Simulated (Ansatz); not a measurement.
Reaction (substitution at a C–Si bond): `CC(O)([SiH3])Cl` + HI → `CC(O)(Cl)I` + SiH₄

Isolated molecules relaxed with PBE0-D4/def2-TZVP in Ansatz; ΔE leaves out vibrations. CCSD(T)/CBS adds triple-zeta CCSD(T) − MP2 to the extrapolated MP2 energy (def2 sets, frozen cores). This one scheme is used for every species. Elements past krypton have def2 core potentials. For I outer-core shells are correlated without core-valence functions, which leaves a few kJ/mol of doubt a bond. One conformer a species, not always the lowest.

```tsv
species	CCSD(T)/CBS(def2) energy (Eh)
`CC(O)([SiH3])Cl`	-904.34029
HI	-298.03592
`CC(O)(Cl)I`	-910.90403
SiH₄	-291.46306
```

(1) Work out ΔE.

Largest T1 diagnostic among the species: 0.011.

## Answers

(1) ΔE = (-910.90403) + (-291.46306) − (-904.34029) − (-298.03592) = 0.00912 Eh = +23.9 kJ/mol.

From BLYP to BHLYP (50 % exact exchange), in def2-TZVPP and without D4, ΔE moves by +11.8 kJ/mol. At CCSD(T), def2-SVP lies +6.2 kJ/mol from the extrapolated value and def2-TZVPP +4.6 kJ/mol.
